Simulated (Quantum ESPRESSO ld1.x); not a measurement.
The dysprosium ion Dy3+, configuration [Xe] 4f8 7d1 (not the ground configuration). All-electron calculation, scalar-relativistic Kohn-Sham, LDA (Slater exchange, Perdew-Wang correlation), spin-polarised, spherical densities, point nucleus; open shells are filled with parallel spins first. Program: ld1.x of Quantum ESPRESSO 7.5.

Unscreened Slater integrals over Kohn-Sham orbitals (eV). They are taken over the spin-up orbitals.

integral      value
F0(7d,7d)    3.1528
F2(7d,7d)    1.6726
F4(7d,7d)    1.1743
F0(7d,4f)    4.5763
F2(7d,4f)   0.39055
F4(7d,4f)   0.17391
G1(7d,4f)   0.12251
G3(7d,4f)   0.12159
G5(7d,4f)  0.099193
F0(7d,5p)    4.4182
F2(7d,5p)   0.67158
G1(7d,5p)   0.36901
G3(7d,5p)   0.27225
F0(7d,5s)    4.4636
G2(7d,5s)   0.33814
F0(4f,4f)    33.296
F2(4f,4f)    15.929
F4(4f,4f)    10.013
F6(4f,4f)    7.2089
F0(4f,5p)    20.788
F2(4f,5p)    7.1121
G2(4f,5p)    3.4537
G4(4f,5p)    2.7349
F0(4f,5s)    23.095
G3(4f,5s)    4.0934
F0(5p,5p)    17.263
F2(5p,5p)    9.3465
F0(5p,5s)    18.340
G1(5p,5s)    12.333
F0(5s,5s)    19.721

Derived for the open shells (J is the average intra-shell exchange parameter used in DFT+U). 4f: F4/F2 = 0.629, F6/F2 = 0.453, J = (286 F2 + 195 F4 + 250 F6)/6435 = 1.291 eV. 7d: Racah B = F2/49 - 5 F4/441 = 0.02082 eV, C = 35 F4/441 = 0.09320 eV, C/B = 4.48, F4/F2 = 0.702, J = (F2 + F4)/14 = 0.2033 eV.
